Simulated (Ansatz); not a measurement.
Start from `OC[SiH2][AsH2]` and change one atom or group to get `OC[SiH2]Cl`.

Ansatz, PBE0-D4/def2-TZVP geometries, multiplicity 1. Each molecule was computed in one conformer, which needn't be the lowest.

Scalar relativity is left out up to krypton.

| property | `OC[SiH2][AsH2]` |
| --- | --- |
| ideal-gas entropy at 298 K and 1 bar (rigid rotor, harmonic PBE0-D4/def2-TZVP) / J/(mol·K) | 360 |
| size of the dipole moment (PBE/def2-TZVPP) / D | 2.25 |
| HOMO energy (B3LYP/def2-TZVPP) / eV | -7.07 |
| zero-point energy (PBE0-D4/def2-TZVP) / kJ/mol | 196.4 |
| LUMO energy (B3LYP/def2-TZVPP) / eV | 0.16 |
| HOMO energy (PBE0/def2-TZVPP) / eV | -7.27 |

(1) Give the same properties after the change, and the shifts. (Best estimate.)

Results:

(1) Ansatz gave: 
```
                                                                                  property  `OC[SiH2]Cl`  shift
ideal-gas entropy at 298 K and 1 bar (rigid rotor, harmonic PBE0-D4/def2-TZVP) / J/(mol·K)           324    -36
                                            size of the dipole moment (PBE/def2-TZVPP) / D          1.18  -1.07
                                                       HOMO energy (B3LYP/def2-TZVPP) / eV         -7.55  -0.48
                                            zero-point energy (PBE0-D4/def2-TZVP) / kJ/mol         159.8  -36.6
                                                       LUMO energy (B3LYP/def2-TZVPP) / eV         -0.26  -0.42
                                                        HOMO energy (PBE0/def2-TZVPP) / eV         -7.78  -0.51
```

With PBE0 the HOMO falls by 0.51 eV and the LUMO falls by 0.46 eV, so the gap widens by about 0.05 eV. PBE moves the HOMO by -0.05 eV and ωB97M-V by -0.77 eV. The zero-point energy changes by -36.6 kJ/mol with -6 modes. Dipoles are sizes alone; their direction can turn.

B3LYP here is the variant with VWN-RPA as its local correlation; programs differ in this.
